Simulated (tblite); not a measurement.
Compound: C3H7FSi2 (charge +1 and doublet state).
Cartesian coordinates in Å at the GFN2-xTB level; atoms count from 1:
```xyz
13
C3H7FSi2 angstrom
C      3.333    0.084   -0.295
C      2.243   -0.433   -0.232
Si     0.572   -1.190   -0.104
C     -0.382    0.618   -0.224
F     -0.082    1.295    0.891
Si    -2.365    0.392   -0.304
H      4.301    0.502   -0.351
H      0.127   -1.890   -1.302
H      0.229   -1.708    1.212
H      0.022    1.189   -1.066
H     -2.561   -0.407   -1.509
H     -2.736   -0.264    0.943
H     -2.705    1.813   -0.400
```

Level: GFN2-xTB in tblite, geometry and Hessian alike; calculated harmonic values, unscaled, isolated species. Against measured fundamentals such values can be off by several per cent, at times by over 20. Modes of hydrogen on silicon can be 10 to 20 % off. One conformer, not necessarily the lowest. Open shells enter through the occupations alone, without spin polarisation, and single modes of such species can be off by tens of per cent.

Harmonic wavenumbers (cm⁻¹): 35.7, 72.6, 100.2, 139.6, 220.9, 228.5, 242.3, 268.8, 381.3, 413.9, 434.0, 466.1, 470.3, 538.0, 636.4, 678.0, 691.4, 695.9, 707.3, 717.5, 729.2, 751.8, 843.7, 1116.2, 1260.1, 2152.8, 2254.4, 2321.7, 2337.9, 2340.8, 2353.6, 2923.9, 3321.6.

A = 4566, B = 1166, C = 1007 MHz; mass 118.007 u (most abundant isotopes); point group C1, symmetry number 1; spin multiplicity 2.

Problem. Zero-point energy?

Solution. Half the sum of the wavenumbers: 16423 cm⁻¹ = 196.46 kJ/mol.

Problem. Entropy at 350 K, 1 bar (ideal gas, RRHO, classical rotation)?

Solution. Translation 171.69, rotation 121.18, vibration 149.93, spin (R ln 2) 5.76: S = 448.6 J/(mol K).

Problem. And Cp and H(350 K) − H(0)?

Solution. Cp = 176.05 J/(mol K), of which vibrations give 142.79 (their classical limit is 33 R = 274.4); H(350 K) − H(0) = 38.80 kJ/mol without the zero-point energy, 27.16 from vibrations.

Problem. What must be added to the electronic energy to get the Gibbs energy at 350 K and 1 bar?

Solution. ZPE + [H(350 K) − H(0)] − T·S = 196.46 + 38.80 − 157.00 = 78.26 kJ/mol.

Problem. How do the functions run with temperature in this model?

Solution. 
| T (K) | S (J/(mol K)) | Cp (J/(mol K)) | H − H(0) (kJ/mol) | G − H(0) (kJ/mol) | ln q(vib) |
| --- | --- | --- | --- | --- | --- |
| 150 | 331.3 | 103.1 | 10.07 | -39.62 | 3.24 |
| 250 | 394.4 | 145.8 | 22.60 | -75.99 | 5.99 |
| 298.15 | 421.5 | 161.9 | 30.02 | -95.64 | 7.30 |
| 400 | 472.8 | 187.2 | 47.89 | -141.24 | 10.02 |
| 600 | 555.2 | 218.4 | 88.71 | -244.39 | 14.92 |
| 900 | 649.7 | 247.6 | 158.95 | -425.78 | 21.20 |

q(vib) and H(0) count from the zero-point level.

Problem. Blend soft modes into free rotors: weight 1/[1 + (100 cm⁻¹/ν̃)⁴] for the oscillator and the rest for a rotor with moment μB/(μ + B), μ = h/(8π²ν), B = 10⁻⁴⁴ kg m². What vibrational entropy results?

Solution. 137.29 J/(mol K) in place of 149.93, which changes −T·S at 350 K by +4.43 kJ/mol.

Problem. Which modes carry the vibrational entropy at 350 K?

Solution. 35.7 cm⁻¹: 24.28; 72.6 cm⁻¹: 18.40; 100.2 cm⁻¹: 15.75; 139.6 cm⁻¹: 13.05; 220.9 cm⁻¹: 9.40; 228.5 cm⁻¹: 9.13 J/(mol K); the other 27 give 59.94 together.

Hindered rotation and anharmonicity are outside this model. Other conformers, if any are populated, would add a mixing term that is left out. The structure is chiral; the term R ln 2 for an equal mix with its mirror image is left out.
